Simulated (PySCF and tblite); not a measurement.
The numbers below are computed, except where a source is named.
C₇H₁₂O, numbered as in [CH2:1]=[CH:2][C:3](=[O:4])[C:5]([CH3:6])([CH3:7])[CH3:8].

Search: ETKDG and KDG, MMFF94s, GFN2-xTB, 90 starts; geometries at PBE0-D3(BJ)/def2-SVP. Free energies are PBE0-D3(BJ)/def2-SVPD (IEF-PCM, chloroform) single points with GFN2-xTB rigid-rotor and vibrational terms (modes under about 100 cm⁻¹ blended into free rotors). Symmetry numbers and mirror images are counted. Conformers within 3 kcal/mol (GFN2-xTB free energy) were kept, 8 at most. Couplings: B3LYP/pcSseg-1 with pcJ-1 on H (gas phase; spin-dipole term only for pairs with B, N, F, Si or P). Couplings are for ¹H. Of two unlike H on one atom, a is the less shielded (wB97X-D/pcSseg-1 (IEF-PCM, chloroform)). Run with PySCF (density fitting) and tblite.

Torsions listed: C1–C2–C3–O4, O4–C3–C5–C6.

```json
{"conformer": "1", "shape": "-1°, 0°", "weight %": "98.7"}
{"conformer": "2", "shape": "178°, 2°", "weight %": "1.3"}
```

Q: Give the couplings in each conformer and the averages at 298.15 K (pairs that fast motion interchanges averaged).

A: 
```
   coupling  pairs      1      2  average (Hz)
²J(H1b,H1a)      1    3.2    0.6           3.1
 ³J(H1b,H2)      1   11.1   13.9          11.2
 ³J(H1a,H2)      1   17.9   20.8          17.9
  ²J(H6,H6)      9  -14.0  -14.0         -14.0
```

Thermal terms of a conformer that GFN2-xTB lacks, or places elsewhere, come from the nearest GFN2-xTB minimum; such a conformer stays in the set even outside the window.
